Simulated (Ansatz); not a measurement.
CI$_{4}$ (`IC(I)(I)I`), relaxed with RKS PBE0-D4/def2-TZVP in the Gaussian-basis code of Ansatz from a PBE-D4/def2-SVP geometry. The force threshold is 0.005 eV/Å; the program also tests the step.

Total charge 0; spin multiplicity 1. I: def2 effective core potential.

Start:

```xyz
5

I     2.114    0.375    0.436
C     0.000    0.000   -0.001
I    -1.246    1.066    1.453
I    -0.466    0.710   -2.021
I    -0.402   -2.150    0.134
```

```tsv
step	energy (eV)	largest force (eV/Å)	largest move (Å)
1	-33441.0708	0.623	0.000
2	-33441.0988	0.510	0.076
3	-33441.1307	0.022	0.032
4	-33441.1308	0.005	0.004
```

End:

```xyz
5

I     2.073    0.368    0.427
C     0.000    0.000    0.000
I    -1.222    1.046    1.425
I    -0.457    0.694   -1.981
I    -0.395   -2.108    0.129
```

It took 22 s on 2 threads of an AMD EPYC 7R13 on a shared host and a share of an NVIDIA H100 80 GB, with 0.98 GiB of host memory at the peak.
